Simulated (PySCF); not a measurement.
F₄Sn (SMILES [F][Sn]([F])([F])[F]), singlet, at a GFN2-xTB geometry (such geometries of metal compounds can be far from the true shape) (all electrons, no relativity); REVPBE/STO-3G (PySCF).

Here is a job for PySCF.
```python
from pyscf import gto, scf, dft

mol = gto.Mole()
mol.atom = '''
    F    -0.95583512   -1.49040427   -0.73172632
    Sn   -0.00000000   -0.00000000   -0.00000000
    F    -1.14423492    1.53611205    0.03788529
    F     0.56745998   -0.41770137    1.78153412
    F     1.53261006    0.37199359   -1.08769309
'''
mol.basis = 'sto-3g'
mol.verbose = 4
mol.build()

mf = dft.RKS(mol)
mf.xc = 'revpbe'
mf.kernel()
```

What the program printed (banner, timings and long lists left out):

```
PySCF version 2.14.0

[INPUT] verbose = 4
[INPUT] num. atoms = 5
[INPUT] num. electrons = 86
[INPUT] charge = 0
[INPUT] spin (= nelec alpha-beta = 2S) = 0
[INPUT] symmetry False subgroup None
[INPUT] Mole.unit = angstrom
[INPUT] Symbol           X                Y                Z      unit          X                Y                Z       unit  Magmom
[INPUT]  1 F     -0.955835120000  -1.490404270000  -0.731726320000 AA   -1.806266597041  -2.816455885182  -1.382762342936 Bohr   0.0
[INPUT]  2 Sn     0.000000000000   0.000000000000   0.000000000000 AA    0.000000000000   0.000000000000   0.000000000000 Bohr   0.0
[INPUT]  3 F     -1.144234920000   1.536112050000   0.037885290000 AA   -2.162290620964   2.902831071144   0.071592822250 Bohr   0.0
[INPUT]  4 F      0.567459980000  -0.417701370000   1.781534120000 AA    1.072343948851  -0.789341191156   3.366611568368 Bohr   0.0
[INPUT]  5 F      1.532610060000   0.371993590000  -1.087693090000 AA    2.896213269153   0.702966005194  -2.055442047682 Bohr   0.0

nuclear repulsion = 579.392426570817
number of shells = 23
number of NR pGTOs = 141
number of NR cGTOs = 47
basis = sto-3g
ecp = {}

******** <class 'pyscf.dft.rks.RKS'> ********
method = RKS
initial guess = minao
damping factor = 0
level_shift factor = 0
DIIS = <class 'pyscf.scf.diis.CDIIS'>
diis_start_cycle = 1
diis_space = 8
diis_damp = 0
SCF conv_tol = 1e-09
SCF conv_tol_grad = None
SCF max_cycles = 50
direct_scf = True
direct_scf_tol = 1e-13
XC library pyscf.dft.libxc version 7.1.2
    S. Lehtola, C. Steigemann, M. J. T. Oliveira, and M. A. L. Marques,  SoftwareX 7, 1–5 (2018)
XC functionals = revpbe
    Y. Zhang and W. Yang,  Phys. Rev. Lett. 80, 890 (1998)
    J. P. Perdew, K. Burke, and M. Ernzerhof,  Phys. Rev. Lett. 77, 3865 (1996)
    J. P. Perdew, K. Burke, and M. Ernzerhof,  Phys. Rev. Lett. 78, 1396 (1997)
radial grids:
    Treutler-Ahlrichs [JCP 102, 346 (1995); DOI:10.1063/1.469408] (M4) radial grids

becke partition: Becke, JCP 88, 2547 (1988); DOI:10.1063/1.454033
pruning grids: <function nwchem_prune>
grids dens level: 3
symmetrized grids: False
atomic radii adjust function: <function treutler_atomic_radii_adjust>
small_rho_cutoff = 0
Set gradient conv threshold to 3.16228e-05
Initial guess from minao.
tot grids = 79008
init E= -6342.32745324817
  HOMO = -0.687510134980819  LUMO = -0.452890430951976  gap/eV = 6.38433
cycle= 1 E= -6358.36359823437  delta_E=  -16  |g|= 0.422  |ddm|= 2.93
  HOMO = -0.0223610971016271  LUMO = 0.119835347939991  gap/eV = 3.86936
cycle= 2 E= -6358.32655911439  delta_E= 0.037  |g|= 0.491  |ddm|= 1.72
  HOMO = -0.0905431387411052  LUMO = 0.0919914306676987  gap/eV = 4.96702
cycle= 3 E= -6358.44551307094  delta_E= -0.119  |g|= 0.0426  |ddm|= 1.08
  HOMO = -0.0897692289494351  LUMO = 0.0881955618427785  gap/eV = 4.84267
cycle= 4 E= -6358.44642955505  delta_E= -0.000916  |g|= 0.000706  |ddm|= 0.0936
  HOMO = -0.0899215233016091  LUMO = 0.0880464056351515  gap/eV = 4.84275
cycle= 5 E= -6358.446429808  delta_E= -2.53e-07  |g|= 6.4e-05  |ddm|= 0.0017
  HOMO = -0.0899327123863626  LUMO = 0.0880312421828522  gap/eV = 4.84265
cycle= 6 E= -6358.44642980314  delta_E= 4.86e-09  |g|= 0.000122  |ddm|= 0.000332
  HOMO = -0.0899336941936787  LUMO = 0.0880303316940817  gap/eV = 4.84265
cycle= 7 E= -6358.44642980981  delta_E= -6.67e-09  |g|= 2.02e-06  |ddm|= 0.000225
  HOMO = -0.0899337518572407  LUMO = 0.0880305004141132  gap/eV = 4.84265
cycle= 8 E= -6358.44642980983  delta_E= -2.09e-11  |g|= 1.91e-08  |ddm|= 4.17e-06
  HOMO = -0.089933754356451  LUMO = 0.0880305019146711  gap/eV = 4.84265
Extra cycle  E= -6358.44642980985  delta_E= -1.64e-11  |g|= 2.62e-08  |ddm|= 9.01e-08
converged SCF energy = -6358.44642980985
```
